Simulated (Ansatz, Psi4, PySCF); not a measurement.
Species: NaOH (charge 0, singlet). SMILES: [OH][Na]
Geometry from a B3LYP-D3(BJ)/def2-TZVP (Ansatz, a program for electronic structure) optimisation:
```
O
H 1 0.9542
Na 1 1.9323 2 180.00
```

Quantity: vertical triplet-singlet gap, E(triplet) - E(singlet), in eV. Set-up: each state is the SCF solution reached for its charge and spin; non-relativistic; open shells spin-unrestricted; spin-orbit terms left out; 6-311+G** with 5d, 6d on Na to Ar in Ansatz; no dispersion term unless named; six Cartesian d functions in 6-31G* and its kin unless marked 5d; frozen cores in correlated levels. First-principles rows: single points at B3LYP-D3(BJ) geometries (Ansatz). Levels can end on unlike triplets.

```csv
level,program,"vertical triplet-singlet gap, E(triplet) - E(singlet) (eV)"
HF/6-31G*,Ansatz,1.68
HF/6-311+G**,Ansatz,2.07
PBE/6-31G*,Ansatz,3.21
PBE/6-311+G**,Ansatz,3.68
B3LYP/STO-3G,Ansatz,4.85
B3LYP/3-21G,Ansatz,2.60
B3LYP/6-31G*,Ansatz,3.08
B3LYP/6-311+G**,Ansatz,3.58
M06-2X/6-31G* (5d),PySCF,3.27
wB97X-D/6-31G*,Psi4,3.39
MP2/6-31G*,Ansatz,3.25
MP2/6-311+G**,Ansatz,3.81
PBE0/def2-TZVPD,Ansatz,3.48
```

No value to compare with is used here. The 12 habitual levels span 1.68 (HF/6-31G*) to 4.85 eV (B3LYP/STO-3G); PBE0/def2-TZVPD gives 3.48.

The levels are drawn from those run, B3LYP/6-31G* more often than the rest, none by its result; runs whose electronic state is in doubt are left out.
